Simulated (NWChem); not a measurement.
Molecule: CH5ClGe; SMILES [CH3][GeH2][Cl]

```xyz
8

Ge     0.4215     0.3880    -0.0004
C     -1.1357     1.5715    -0.0012
Cl    -0.3065    -1.6770     0.0000
H      1.2880     0.5550    -1.2766
H      1.2879     0.5554     1.2758
H     -1.7498     1.3886     0.9010
H     -0.8021     2.6285    -0.0047
H     -1.7524     1.3836    -0.9006
```
Atoms are numbered in this order, from 1.

Level: PBE-D3(BJ)/def2-SVP (NWChem), optimised geometry, unscaled harmonic frequencies. 

| frequency (cm⁻¹) | IR intensity (km/mol) |
|---|---|
| 122 | 0.1 |
| 156 | 1.8 |
| 405 | 43.1 |
| 434 | 11.7 |
| 592 | 20.0 |
| 610 | 4.2 |
| 688 | 43.9 |
| 824 | 111.1 |
| 831 | 34.6 |
| 844 | 72.6 |
| 1206 | 5.3 |
| 1378 | 4.1 |
| 1385 | 3.2 |
| 2077 | 89.9 |
| 2088 | 128.2 |
| 2989 | 1.7 |
| 3096 | 1.2 |
| 3109 | 0.5 |

```json
{
  "zero_point_energy": "32.6 kcal/mol",
  "thermal correction to the enthalpy at 298.15 K (with zero-point energy)": "36.6 kcal/mol",
  "heat capacity Cv": "17.8 cal/(mol K)",
  "entropy at 298.15 K and 1 atm (symmetry number 1)": "75.3 cal/(mol K)",
  "dipole_moment": "2.32 D"
}
```

Rigid rotor and harmonic oscillator.
